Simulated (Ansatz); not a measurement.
The first iterations of a band of CH₈N₂SSn (13 atoms, charge 0, multiplicity 1).

The calculation used Ansatz, RKS BLYP-D4/def2-SVP.

- movable images: 9
- climbing image: yes
- spring: 5.0 eV/Å²
- optimiser: quadratic models (default)
- start path: through a guess of the saddle point
- force threshold: 0.05 eV/Å
- iteration limit: 34
- end points: relaxed

Initial state:

```xyz
13
Properties=species:S:1:pos:R:3
N -1.196 1.159 1.301
Sn -0.100 -0.539 0.788
N 1.863 0.099 1.039
C -0.498 -0.951 -1.353
S 0.130 0.472 -2.356
H -1.941 1.389 0.630
H -0.564 1.971 1.349
H -0.457 -1.814 1.917
H 2.246 0.359 0.117
H 2.470 -0.647 1.408
H -1.569 -1.151 -1.555
H 0.087 -1.836 -1.669
H -0.451 1.454 -1.602
```

Final state:

```xyz
13
Properties=species:S:1:pos:R:3
N -1.045 1.353 0.774
Sn -0.087 -0.511 0.721
N 1.884 0.069 1.047
C -0.471 -1.003 -1.393
S 0.019 0.490 -2.371
H -0.542 1.975 1.424
H -2.015 1.301 1.113
H -0.559 -1.639 1.972
H 2.285 0.391 0.152
H 2.466 -0.723 1.355
H -1.530 -1.282 -1.565
H 0.173 -1.842 -1.715
H -0.558 1.385 -1.499
```

| iteration | highest image above the first end (eV) | largest band force component (eV/Å) |
| --- | --- | --- |
| 1 | 29.832 | 136.980 |
| 2 | 13.173 | 69.809 |
| 3 | 5.304 | 23.184 |
| 4 | 2.218 | 8.521 |
| 5 | 0.762 | 3.620 |

Q: Does the band converge within its limit, and where does its top end?

A: It converged. It ended after 15 iterations with the highest image 0.004 eV above the first end. The top lies less than 8 meV above the higher end, about what the thresholds resolve: that end is a shoulder or a very shallow well. A vibrational analysis at the climbing image gives one clearly imaginary mode, 54i cm⁻¹: a first-order saddle point.

Run time: 8.3 min on 2 threads of AMD EPYC 7R43 64-Core Processor (Zen 3), on a shared host, peak memory 0.2 GiB.
